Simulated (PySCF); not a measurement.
# How methods differ on the ionisation energy of Co⁺

Co⁺ [Ar] 3d8 (3F) → Co²⁺ [Ar] 3d7 (4F), as a difference of total energies. All numbers are calculated (PySCF 2.14, no relativity, point nucleus, in aug-cc-pVQZ (9s8p6d4f3g2h, 140 functions)). Correlated levels: valence: [Ar] frozen. The calculations carry no spin-orbit coupling.

```tsv
method	ionisation energy (eV)	plus first-order spin-orbit estimate	difference from reference of that sum (eV)
UHF	14.329	14.318	-2.766
LDA	18.459	18.449	+1.365
PBE	18.006	17.996	+0.912
PBE0	17.333	17.322	+0.238
r2SCAN	17.496	17.485	+0.401
M06-2X	16.989	16.978	-0.106
r2SCANh	17.306	17.296	+0.212
BHandHLYP	16.766	16.756	-0.328
MP2 (valence)	17.188	17.177	+0.093
SCS-MP2 (valence)	17.101	17.090	+0.006
```

Reference: 17.084 eV (measured; NIST Atomic Spectra Database, ionization energies).

A first-order spin-orbit estimate (lowest level to lowest level, LS coupling) adds -0.011 eV.

These non-relativistic numbers lack the scalar-relativistic shift.
